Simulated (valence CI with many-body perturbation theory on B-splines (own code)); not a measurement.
Dy XLIV: magnetic and hyperfine properties of the levels

Calculated by configuration interaction combined with many-body perturbation theory (CI+MBPT): five valence electrons over a frozen Dirac-Fock core [Ar], a basis of 7 s, 7 p, 8 d, 6 f, 4 g, 1 h functions for each j, with the one-electron correlation potential Σ1, the two-electron term Σ2, the three-electron term Σ3, Breit, model QED; selected CI, second order for the rest (own B-spline code, finite nucleus).

The last digits are not significant, and no measured levels were compared; by estimate large intervals hold to a few tenths of a per cent, small ones and those within an open d or f shell to about a per cent. Among the levels kept, up to 250 cm⁻¹ of a level comes from second order outside the variational space, and about a tenth of that is noise between levels of different J, which matters for small intervals. Only levels of the ground parity were solved; by the run's estimate the other parity begins above the list, which can be wrong where configurations are misplaced.

A/g_I is the dipole constant over the nuclear g factor μ/I (μ in nuclear magnetons, uniformly magnetised nucleus), B/Q the quadrupole constant per barn. Both hold the static response of the core; the bare values leave it out. Large factors of s and p1/2 electrons are usually good to 5 to 10 %; those of open d and f shells near neutrality can be off by tens of per cent, and small factors of p3/2, d and f electrons come from cancelling terms and can be off by a factor of two or in sign, in half-filled shells by more. B is blank for J = 1/2, where it vanishes, and for nearly pure S terms. Energies count from the lowest level.

Levels are named by their leading jj configuration (3d3/2^4 stands for four electrons in 3d with j = 3/2), which in mixed levels can hold well under half, so a name can repeat and another be missing. Letters in brackets count levels of one name in rising energy.

| Level | E (cm⁻¹) | g | A/g_I (MHz) | A/g_I bare | B/Q (MHz/b) | B/Q bare |
| --- | --- | --- | --- | --- | --- | --- |
| (3d3/2^4 3d5/2) J=5/2 | 0 | 1.361 | 21500 | 22300 | 38800 | 39300 |
| (3d3/2^3 3d5/2^2) J=5/2 [a] | 244900 | 1.329 | 14800 | 15600 | 18900 | 19100 |
| (3d3/2^3 3d5/2^2) J=7/2 [a] | 329730 | 1.154 | 28800 | 29200 | 46800 | 47400 |
| (3d3/2^3 3d5/2^2) J=3/2 [a] | 339900 | 1.192 | 35100 | 35600 | 39100 | 39600 |
| (3d3/2^3 3d5/2^2) J=11/2 | 340680 | 1.113 | 36300 | 36700 | -266 | -347 |
| (3d3/2^3 3d5/2^2) J=9/2 | 374710 | 1.138 | 32600 | 32900 | 47200 | 47800 |
| (3d3/2^3 3d5/2^2) J=5/2 [b] | 395650 | 1.140 | 33500 | 33900 | 1030 | 1060 |
| (3d3/2^3 3d5/2^2) J=1/2 | 412220 | 1.837 | -18200 | -16400 |  |  |
| (3d3/2^3 3d5/2^2) J=7/2 [b] | 431620 | 1.088 | 39200 | 39500 | -48500 | -49100 |
| (3d3/2^3 3d5/2^2) J=3/2 [b] | 530450 | 0.793 | 62500 | 62200 | -45900 | -46500 |
| (3d3/2^2 3d5/2^3) J=5/2 [a] | 570400 | 1.268 | 14100 | 14700 | 2970 | 3020 |
| (3d3/2^2 3d5/2^3) J=7/2 [a] | 625140 | 1.211 | 24600 | 25100 | -4090 | -4150 |
| (3d3/2^2 3d5/2^3) J=11/2 | 630830 | 1.082 | 36000 | 36200 | 1260 | 1280 |
| (3d3/2^2 3d5/2^3) J=9/2 [a] | 645110 | 1.142 | 31100 | 31400 | -6630 | -6730 |
| (3d3/2^2 3d5/2^3) J=13/2 | 667130 | 1.068 | 38500 | 38700 | -65.8 | -60.0 |
| (3d3/2^2 3d5/2^3) J=1/2 [a] | 670650 | 0.508 | 94300 | 93400 |  |  |
| (3d3/2^2 3d5/2^3) J=3/2 [a] | 680260 | 1.176 | 30300 | 30700 | 2390 | 2410 |
| (3d3/2^2 3d5/2^3) J=5/2 [b] | 691450 | 1.020 | 41900 | 42000 | -6990 | -7070 |
| (3d3/2^2 3d5/2^3) J=9/2 [b] | 728560 | 1.100 | 35300 | 35600 | 1810 | 1840 |
| (3d3/2^2 3d5/2^3) J=7/2 [b] | 745680 | 0.983 | 46900 | 47000 | -1480 | -1510 |
| (3d3/2^2 3d5/2^3) J=5/2 [c] | 758150 | 1.043 | 39900 | 40100 | 7620 | 7710 |
| (3d3/2^2 3d5/2^3) J=3/2 [b] | 769510 | 0.835 | 58300 | 58000 | 4500 | 4580 |
| (3d3/2^2 3d5/2^3) J=7/2 [c] | 803340 | 1.038 | 42400 | 42600 | 2990 | 3030 |
| (3d3/2^2 3d5/2^3) J=1/2 [b] | 804610 | 1.792 | -20000 | -18300 |  |  |
| (3d3/2^2 3d5/2^3) J=9/2 [c] | 862690 | 1.104 | 34800 | 35200 | 23900 | 24300 |
| (3d3/2 3d5/2^4) J=5/2 [a] | 943950 | 1.255 | 19400 | 20000 | -21500 | -21700 |
| (3d3/2^2 3d5/2^3) J=3/2 [c] | 972860 | 1.179 | 28900 | 29400 | -18800 | -19100 |
| (3d3/2^2 3d5/2^3) J=5/2 [d] | 990110 | 1.130 | 27100 | 27500 | 18100 | 18400 |
| (3d3/2 3d5/2^4) J=7/2 [a] | 1009100 | 1.184 | 27300 | 27800 | -58500 | -59300 |
| (3d3/2 3d5/2^4) J=11/2 | 1022100 | 1.065 | 37400 | 37700 | -1080 | -1010 |
| (3d3/2 3d5/2^4) J=3/2 [a] | 1033900 | 0.955 | 40900 | 40900 | -43000 | -43600 |
| (3d3/2 3d5/2^4) J=9/2 | 1076400 | 1.110 | 33300 | 33600 | -66200 | -67100 |
| (3d3/2 3d5/2^4) J=5/2 [b] | 1108100 | 1.110 | 33400 | 33700 | 7270 | 7380 |
| (3d3/2 3d5/2^4) J=7/2 [b] | 1130100 | 0.997 | 42300 | 42400 | 62700 | 63600 |
| (3d3/2 3d5/2^4) J=1/2 | 1193700 | 1.166 | -5290 | -4830 |  |  |
| (3d3/2 3d5/2^4) J=3/2 [b] | 1297300 | 0.874 | 60800 | 60600 | 61800 | 62600 |
| (3d5/2^5) J=5/2 | 1395200 | 1.146 | 26900 | 27300 | -66300 | -67100 |

Q: Take the isotope of mass number 161, with I = 5/2, μ = -0.479 μN and Q = 2.51 b. What is the hyperfine structure of (3d3/2^3 3d5/2^2) J=1/2?

A: From the table A = 3490 MHz. Shifts from the centre of gravity in MHz: F = 2: -6110, F = 3: 4360.
